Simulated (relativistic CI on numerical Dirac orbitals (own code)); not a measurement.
# Slater and spin-orbit integrals, Lu48+

Calculated at this level of theory: Dirac-Coulomb-Breit CI, KLI orbitals optimised for each configuration, QED by a radiative potential, unscaled Slater integrals (own radial code, finite nucleus).

Slater integrals F^k, G^k are unscaled and averaged over j, outside the closed core [Ne]; ζ comes from projecting the Hamiltonian with its Breit term on Σ l·s of the shell.

- 3s²3p⁶3d⁵: F^2(3d,3d) = 571320, F^4(3d,3d) = 369040, ζ(3d) = 189580 cm⁻¹; <r>(3d) = 0.1789, <r^2>(3d) = 0.03707 (bohr units).
- 3s²3p⁵3d⁶: ζ(3p) = 1.425e+06, F^2(3d,3d) = 570460, F^4(3d,3d) = 368460, F^2(3p,3d) = 494050, G^1(3p,3d) = 525710, G^3(3p,3d) = 351040, ζ(3d) = 188010 cm⁻¹; <r>(3p) = 0.2, <r^2>(3p) = 0.04635, <r>(3d) = 0.1791, <r^2>(3d) = 0.03717 (bohr units).
- 3s²3p⁴3d⁷: F^2(3p,3p) = 489990, ζ(3p) = 1.424e+06, F^2(3d,3d) = 569590, F^4(3d,3d) = 367870, F^2(3p,3d) = 493650, G^1(3p,3d) = 525730, G^3(3p,3d) = 350920, ζ(3d) = 186440 cm⁻¹; <r>(3p) = 0.2002, <r^2>(3p) = 0.04643, <r>(3d) = 0.1793, <r^2>(3d) = 0.03728 (bohr units).

(1) Give the Racah parameters of the d shell in 3s²3p⁶3d⁵.

Averages of the first 10 configurations, taken without configuration mixing, which lowers the lowest level and can move excited configurations by several eV; other configurations of the list can lie among them:

```tsv
Configuration	Parity	States	Average energy above the lowest level (eV)
3s²3p⁶3d⁵	even	252	127.5
3s²3p⁵3d⁶	odd	1260	563.4
3s²3p⁴3d⁷	even	1800	1007.3
3s3p⁶3d⁶	even	420	955.9
3p⁶3d⁷	even	120	1795.1
3s3p⁵3d⁷	odd	1440	1390.4
3s²3p⁶3d⁴4s	even	420	1798.4
3s²3p⁶3d⁴4p	odd	1260	1947.0
3s²3p⁴3d⁶4s	even	6300	2659.1
3s²3p⁵3d⁵4s	odd	3024	2224.7
```

Answers

(1) B = F²/49 − 5F⁴/441 = 7475 cm⁻¹ and C = 35F⁴/441 = 29289 cm⁻¹.
